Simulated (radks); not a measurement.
Isoelectronic series with 54 electrons, each ion in its NIST ground configuration. All-electron calculation, Dirac Kohn-Sham, PBE, spin-unpolarised, spherical densities, finite nucleus; open shells are shared between the two j in proportion to 2j + 1; Fermi nuclear charge, rms radius of each element as measured or else 0.836 A^(1/3) + 0.57 fm. Program: a radial shooting solver on a logarithmic mesh with Libxc functionals. Total energies (hartree) and orbital eigenvalues (hartree):

| ion | configuration | E (hartree) | 5p3/2 | 5p1/2 | 5s1/2 | 4d5/2 |
|---|---|---|---|---|---|---|
| Xe | [Xe] | -7450.00514 | -0.28866 | -0.33390 | -0.72446 | -2.15006 |
| Cs+ | [Xe] | -7789.8366 | -0.66723 | -0.72778 | -1.17226 | -2.88367 |
| Ba2+ | [Xe] | -8138.4279 | -1.11143 | -1.18927 | -1.68793 | -3.71110 |
| Ce4+ | [Xe] | -8862.0428 | -2.17006 | -2.28884 | -2.89578 | -5.61373 |
| Pr5+ | [Xe] | -9237.1565 | -2.77749 | -2.92020 | -3.58123 | -6.68001 |
| Nd6+ | [Kr] 4d10 4f2 5s2 5p4 | -9620.8283 | -3.27476 | -3.43078 | -4.11839 | -7.28769 |
| Pm7+ | [Kr] 4d10 4f3 5s2 5p3 | -10014.1745 | -3.87444 | -4.05155 | -4.78017 | -8.17995 |
| Sm8+ | [Kr] 4d10 4f4 5s2 5p2 | -10416.9440 | -4.50460 | -4.70465 | -5.47488 | -9.11021 |
| Eu9+ | [Kr] 4d10 4f5 5s2 5p1 | -10829.2773 | -5.16456 | -5.38952 | -6.20204 | -10.07877 |

Estimate the row of La3+ ([Xe]).

Answer. E (hartree) -8495.8166; 5p3/2 -1.61380; 5p1/2 -1.71100; 5s1/2 -2.26382; 4d5/2 -4.62293.
